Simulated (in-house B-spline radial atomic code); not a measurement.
Inner levels of iodine as electrons are removed. A shift is the extra binding of the orbital against the neutral atom ([Kr] 4d10 5s2 5p5). Computed with a radial B-spline atomic code at the basis-set limit: non-relativistic Hartree-Fock, average of the configuration, point nuclei.

This level leaves out relativity, spin-orbit splitting included, which matters for heavy ions.

```tsv
ion	configuration	shift of 1s (eV)	radius of 1s (bohr)	Σ<r²> (bohr²)	change of density at nucleus (bohr⁻³)
I45+	[He] 2s2 2p4	3467.33	0.028609	0.08473	-1444.25
I46+	[He] 2s2 2p3	3777.04	0.028587	0.071374	-1228.04
I47+	[He] 2s2 2p2	4090.87	0.028565	0.058457	-1008.03
I48+	[He] 2s2 2p1	?	?	?	?
I49+	[He] 2s2	4730.85	0.028518	0.033872	-556.58
I50+	[He] 2s1	?	?	?	?
I51+	1s2	5288.68	0.028504	0.0021685	-11466.6
I52+	1s1	6185.52	0.028302	0.001068	-57667.3
```

Q: Fill in the row of I48+.

A: shift of 1s (eV): 4408.81; radius of 1s (bohr): 0.028542; Σ<r²> (bohr²): 0.045962; change of density at nucleus (bohr⁻³): -784.22.

Q: Fill in the row of I50+.

A: shift of 1s (eV): 5008.47; radius of 1s (bohr): 0.028515; Σ<r²> (bohr²): 0.017848; change of density at nucleus (bohr⁻³): -5945.78.
